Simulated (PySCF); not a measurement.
Bonds (- single, = double, # triple, : aromatic): C1-C2, C2-C3, C2-Si4, Si4-N5, Si4-Si6, Si4-Si7. C1 carries H8, H9, H10; C2 carries H11; C3 carries H12, H13, H14; N5 carries H15, H16; Si6 carries H17, H18, H19; Si7 carries H20, H21, H22.

[PySCF 2.14.0 with density-fitted response routines: coordinates at the GFN2-xTB level; NMR shieldings at PBE0/pcSseg-1/GIAO; isolated molecule; relativity neglected; single conformer; rapidly exchanging positions averaged]

Referencing at the same level of theory: $^{13}$C (σref 186.93) and $^{1}$H (σref 31.72) and $^{29}$Si (σref 349.16) against TMS; $^{15}$N (σref 267.73) vs NH3.

```
                  atoms    nucleus  count  δ (ppm)
                  C1/C3   $^{13}$C      2        ?
H17/H18/H19/H20/H21/H22    $^{1}$H      6     3.36
                Si6/Si7  $^{29}$Si      2        ?
                     N5   $^{15}$N      1     10.8
                H15/H16    $^{1}$H      2    -0.28
                    H11    $^{1}$H      1        ?
  H8/H9/H10/H12/H13/H14    $^{1}$H      6     1.21
                     C2   $^{13}$C      1     23.8
                    Si4  $^{29}$Si      1     -8.9
```

Q: Complete the table.

A: 
- C1/C3: 21.5 ppm, methyl carbon; saturated and bonded to C and H only
- H11: 1.14 ppm, hydrogen on an sp3 CH bonded to Si
- Si6/Si7: -120.8 ppm, silicon bonded to Si, 3 H

OH/NH shifts are gas-phase values; hydrogen bonding in solution moves them, usually downfield. Shifts are as computed. Against solution values, carbons near 30 ppm lie about +3 ppm off and those near 130 ppm about +5 ppm. Of 1211 compounds with measured shifts, 218 miss one by over three times the rms of a fit or turn the order of signals round; such compounds aren't used in these exercises. Experimental scales use liquid or dissolved standards, which lie at an offset from isolated NH3 (liquid NH3: subtract about 20 ppm).
